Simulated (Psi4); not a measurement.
Method: SAPT0/jun-cc-pVDZ, frozen core (Psi4).

Psi4 input:

```
molecule {
0 1
O -1.15971667 0.00001760 -0.00000000
C -0.00000163 0.00000013 -0.00000000
O 1.15971830 -0.00001773 0.00000000
--
0 1
C -2.35030037 3.15225917 0.48650634
S -0.52952605 3.23985466 0.51230073
H -2.76302381 3.74016485 -0.33051451
H -2.60030260 2.10495038 0.32611005
H -2.77517260 3.47265573 1.43536206
H -0.43055044 4.56396824 0.71260003
units angstrom
symmetry c1
no_reorient
no_com
}
set basis jun-cc-pvdz
set scf_type df
set freeze_core true
energy('sapt0')
```

Part of the output:

```
    SAPT Results
  --------------------------------------------------------------------------------------------------------
    Electrostatics                 -3.89705290 [mEh]      -2.44543761 [kcal/mol]     -10.23171098 [kJ/mol]
      Elst10,r                     -3.89705290 [mEh]      -2.44543761 [kcal/mol]     -10.23171098 [kJ/mol]

    Exchange                        4.97263668 [mEh]       3.12037663 [kcal/mol]      13.05565582 [kJ/mol]
      Exch10                        4.97263668 [mEh]       3.12037663 [kcal/mol]      13.05565582 [kJ/mol]
      Exch10(S^2)                   4.96303609 [mEh]       3.11435216 [kcal/mol]      13.03044945 [kJ/mol]

    Induction                      -0.72376627 [mEh]      -0.45417019 [kcal/mol]      -1.90024807 [kJ/mol]
      Ind20,r                      -2.23404279 [mEh]      -1.40188302 [kcal/mol]      -5.86547854 [kJ/mol]
      Exch-Ind20,r                  1.75576337 [mEh]       1.10175815 [kcal/mol]       4.60975610 [kJ/mol]
      delta HF,r (2)               -0.24548685 [mEh]      -0.15404532 [kcal/mol]      -0.64452563 [kJ/mol]

    Dispersion                     -2.83386566 [mEh]      -1.77827755 [kcal/mol]      -7.44031328 [kJ/mol]
      Disp20                       -3.16976046 [mEh]      -1.98905472 [kcal/mol]      -8.32220493 [kJ/mol]
      Exch-Disp20                   0.33589479 [mEh]       0.21077716 [kcal/mol]       0.88189165 [kJ/mol]
      Disp20 (SS)                  -1.58488023 [mEh]      -0.99452736 [kcal/mol]      -4.16110247 [kJ/mol]
      Disp20 (OS)                  -1.58488023 [mEh]      -0.99452736 [kcal/mol]      -4.16110247 [kJ/mol]
      Exch-Disp20 (SS)              0.17582081 [mEh]       0.11032923 [kcal/mol]       0.46161748 [kJ/mol]
      Exch-Disp20 (OS)              0.16007398 [mEh]       0.10044794 [kcal/mol]       0.42027417 [kJ/mol]

  Total HF                          0.35181752 [mEh]       0.22076883 [kcal/mol]       0.92369677 [kJ/mol]
  Total SAPT0                      -2.48204815 [mEh]      -1.55750873 [kcal/mol]      -6.51661651 [kJ/mol]
```
